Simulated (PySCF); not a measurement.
Ga(Cl)(SH)2 (ClGaH2S2), SMILES [SH][Ga]([SH])[Cl].

Geometry optimised at PBE0-D3(BJ)/def2-SVP. The structure was generated by enumeration; whether it is a known compound was not checked. Other conformers were not sampled.

These are PBE0-D3(BJ)/def2-SVP (PySCF) values and carry that method's errors.

Frequencies are harmonic and unscaled.

Computed normal modes with their intensities:
```tsv
mode	ν (cm⁻¹)	IR (km/mol)	Raman (Å⁴/amu)	depolarisation	moving atoms (share of kinetic energy)
1	112	8.7	2.7	0.67	S 67 %, Ga 18 %, Cl 8 %
2	115	4.0	2.1	0.75	Cl 47 %, S 35 %, Ga 16 %
3	131	8.9	0.0	–	Ga 59 %, S 29 %, Cl 12 %
4	194	0.0	0.0	–	H 98 %
5	262	32.8	4.5	0.75	H 94 %
6	357	0.1	24.6	0.12	S 74 %, Cl 24 %
7	448	52.8	3.5	0.75	S 53 %, Ga 42 %
8	452	74.6	3.6	0.75	Cl 47 %, Ga 40 %, S 13 %
9	692	14.9	5.6	0.75	H 92 %
10	727	0.5	7.3	0.73	H 93 %
11	2714	1.8	0.7	0.75	H 97 %
12	2717	0.0	216.4	0.30	H 97 %
```
